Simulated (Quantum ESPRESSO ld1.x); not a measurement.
Task: These are the eigenvalues of the occupied orbitals of an atom or ion with whole-number occupations (eV). Calculated with ld1.x of Quantum ESPRESSO 7.5: scalar-relativistic Kohn-Sham, LDA (Slater exchange, Perdew-Zunger correlation), spin-polarised, spherical densities, point nucleus.

| orbital | eigenvalue |
|---|---|
| 1s up | -13321.9 |
| 1s down | -13319.3 |
| 2s up | -2415.01 |
| 2s down | -2412.45 |
| 2p up | -2230.04 |
| 2p down | -2227.00 |
| 3s up | -878.172 |
| 3s down | -869.212 |
| 3p up | -819.485 |

Which element is it, and in what charge state? The configuration may be excited. Open shells, if any, are filled with parallel spins first.

Result: Z = 34, selenium, charge +20: Se20+ in [Ne] 3s2 3p2. The list shows which subshells hold electrons but not how many an open one holds; the 1s level, -489.57 hartree, gives Z - s = 31.3 by -(Z - s)^2/2, which with screening and relativity narrows Z to a few neighbours, and the depths of the outer levels then fix element, charge and occupations together.
